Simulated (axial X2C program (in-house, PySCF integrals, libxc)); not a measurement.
Potential curves of ZrP⁻, 2c

Calculated with an in-house all-electron X2C program for linear molecules (integrals from PySCF). Two-component (2c) means X2C with spin–orbit coupling and atomic mean-field two-electron Coulomb and Gaunt terms. Basis: Zr dyall-acv3z [12s13p10d6f3g], P dyall-av3z [9s8p3d2f] (cores contracted in-house); Gaussian nuclei, density fitting, unrestricted open shells. Masses: Zr 89.905 u, P 30.974 u.

State: Ω = 0 (closed shell). Energies in cm⁻¹ from the lowest point of each curve. Fits are polynomials in 1 − R0/R over 0.85 to 1.23 times the lowest point R0.

```json
{"R (Å)": "1.9114", "PBEsol": "11978", "PBE0": "11628"}
{"R (Å)": "1.9993", "PBEsol": "5241", "PBE0": "4932"}
{"R (Å)": "2.0652", "PBEsol": "2232", "PBE0": "1994"}
{"R (Å)": "2.1311", "PBEsol": "581", "PBE0": "447"}
{"R (Å)": "2.1970", "PBEsol": "0", "PBE0": "0"}
{"R (Å)": "2.2739", "PBEsol": "365", "PBE0": "557"}
{"R (Å)": "2.3508", "PBEsol": "1566", "PBE0": "1986"}
{"R (Å)": "2.4497", "PBEsol": "3963", "PBE0": "4718"}
{"R (Å)": "2.5705", "PBEsol": "7686", "PBE0": "8903"}
{"R (Å)": "2.7462", "PBEsol": "13765", "PBE0": "15726"}
```

The state is a single determinant with fixed occupations, the lowest that a limited PBE0 search found. The closed shell is kept restricted, so the energy runs too high when the bond is stretched far. Other states lie close and PBE0, whose exact exchange favours high spin, may order them wrongly; the determinant shown need not be the ground state. The nearest other 2c determinant of the search, Ω = 1, lies 0.41 eV up at the distance of the search. The highest occupied level of some functionals is positive through self-interaction error; at Hartree–Fock it is bound.

**Question.** Fit the PBEsol curve near its minimum: give the equilibrium distance and the harmonic wavenumber.

**Answer.** At PBEsol, 2c: Re = 2.207 Å, ωe ≈ 519 cm⁻¹; Be follows as 0.15 cm⁻¹.

**Question.** Fit the PBE0 curve near its minimum: give the equilibrium distance and the harmonic wavenumber.

**Answer.** At PBE0, 2c: Re = 2.195 Å, ωe ≈ 540 cm⁻¹; Be follows as 0.152 cm⁻¹.
